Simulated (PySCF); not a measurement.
# Fe⁺ (iron, charge +1) across methods

[Ar] 3d5 4s1 4p1, high-spin 8P determinant (an excited configuration). Computed with PySCF 2.14 in aug-cc-pVDZ-DK, with the spin-free X2C one-electron Hamiltonian (Gaussian nucleus).

```tsv
method	E (hartree)	mean ε 3d α (eV)	mean ε 4s α (eV)	mean ε 4p α (eV)	Σ⟨r²⟩ (bohr²)	⟨S²⟩
M06	-1272.030	-27.549	-16.608	-10.547	31.59	15.750
LDA	-1269.490	-24.946	-15.882	-9.951	31.34	15.750
BHandHLYP	-1272.058	-30.284	-17.576	-11.498	31.49	15.751
r2SCAN	-1272.052	-25.423	-15.996	-10.143	31.20	15.750
PBE0	-1271.857	-27.655	-16.746	-10.844	31.43	15.750
PBE	-1271.815	-24.773	-15.663	-9.898	31.48	15.750
UHF	-1270.94118	-35.568	-19.546	-13.350	31.78	15.751
HSE06	-1271.875	-27.201	-16.368	-10.435	31.45	15.750
```

Task: Estimate the same row for r2SCANh.

Result: E (hartree) = -1272.046; mean ε 3d α (eV) = -26.501; mean ε 4s α (eV) = -16.396; mean ε 4p α (eV) = -10.483; Σ⟨r²⟩ (bohr²) = 31.21; ⟨S²⟩ = 15.750.
